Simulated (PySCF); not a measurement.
# Working out the ionisation energy of P²⁺

P²⁺ [Ne] 3s2 3p1 (2P) → P³⁺ [Ne] 3s2 (1S). Computed with PySCF 2.14 in ANO-RCC-VTZP, with the spin-free X2C one-electron Hamiltonian (Gaussian nucleus). Frozen: 1s2. Energies in hartree (1 hartree = 27.21139 eV):

```json
{"part": "UHF", "P²⁺ (lower)": "-340.465347", "P³⁺ (upper)": "-339.378206"}
{"part": "MP2 opposite-spin", "P²⁺ (lower)": "-0.054155", "P³⁺ (upper)": "-0.046803"}
{"part": "MP2 same-spin", "P²⁺ (lower)": "-0.008313", "P³⁺ (upper)": "-0.005538"}
```

Task: What does Hartree-Fock give?

Result: (-339.378206) − (-340.465347) = 1.087141 hartree = 29.583 eV.

Task: What do MP2 and SCS-MP2 (6/5 opposite-spin, 1/3 same-spin) give?

Result: The opposite-spin parts differ by 0.200 eV and the same-spin parts by 0.076 eV. MP2: 29.583 + (0.200) + (0.076) = 29.859 eV. SCS-MP2: 29.583 + 1.2 × (0.200) + (0.076)/3 = 29.848 eV.

A first-order spin-orbit estimate adds 0.041 eV to MP2 (valence and next inner shell), giving 29.900 eV against 30.203 eV (measured; NIST Atomic Spectra Database, ionization energies).

What remains against the reference includes basis incompleteness, the frozen core and correlation beyond second order.
